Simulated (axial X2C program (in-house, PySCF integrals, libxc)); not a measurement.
**Nuclear properties of FeO**

Calculated with an axial X2C code built on PySCF integrals: two-component X2C with atomic mean-field Coulomb and Gaunt terms, Gaussian nuclei, basis Fe dyall-cv3z, O dyall-av3z with contracted cores.

R = 1.596 Å (near the PBE0 minimum at charge 0 of the determinant lowest at the starting distance; the state shown can have its own minimum elsewhere).

Determinant lowest in the PBE0 search, Ω = 4 (⟨Sz⟩ = 2.00, ⟨Lz⟩ = 2.00 at PBE0), spin on the atoms Fe 1.87, O 0.13:

```
    level  Eeff magnitude (GV/cm)  Ws magnitude Fe (kHz)  A∥/gI Fe (MHz)  qzz Fe (a.u.)  A∥/gI O (MHz)  qzz O (a.u.)  μ (D)
     PBE0                   0.356                 0.0159             551           1.73          -8.24          0.84  -5.14
      PBE                   0.327                 0.0144             558           1.56          -6.65          0.66  -4.15
    PBE50                   0.133                0.00568             565           1.86          -11.9          1.30  -5.50
BHandHLYP                   0.119                0.00691             565           1.86          -11.7          1.29  -5.56
```

Eeff is the effective electric field on the electron electric dipole moment in this Ω state and Ws the scalar–pseudoscalar constant of the nucleus named (defined with the proton number Z and per Ω); A∥ (defined per Ω) follows by multiplying with gI = μI/(I μN); qzz is the electric field gradient, eQq0 = 234.96 MHz × Q/barn × qzz; μ is positive if the O end (last atom) is positive. The operators were transformed with the bare-nucleus X2C matrices; with these basis sets, hyperfine constants and field gradients can be off by tens of per cent, and where levels differ in sign neither size nor sign is settled.

Question: With gI(57Fe) = 0.1809, gI(17O) = -0.7575, Q(17O) = -0.02558 barn (g factors from the IAEA table of nuclear moments by Stone; Q from Pyykkö, Mol. Phys. 2018), turn the PBE0 values of the first state into constants in MHz.

Answer: A∥(57Fe) = 551 × 0.1809 = 99.7 MHz; A∥(17O) = -8.24 × -0.7575 = 6.24 MHz; eQq0(17O) = 234.96 × (-0.02558) × (0.84) = -5.05 MHz.

Each state is one determinant with collinear spin, which with several unpaired electrons need not be a pure state. With several open shells hyperfine constants can be off by a factor of several. Where Eeff spreads by more than a factor of two the levels disagree and none is to be relied on. Open-shell Ω = 0 determinants with evenly filled partner blocks cannot be reached by this program, so the Ω shown need not be the lowest component. Left out as unconverged or as another state under the same occupation: HF in at least one table. States lie within half an eV, so the first need not be the ground state. The sign of Ws at Fe differs between levels in the first state. Further determinants of the search, some of them spin-mixed, are not shown.
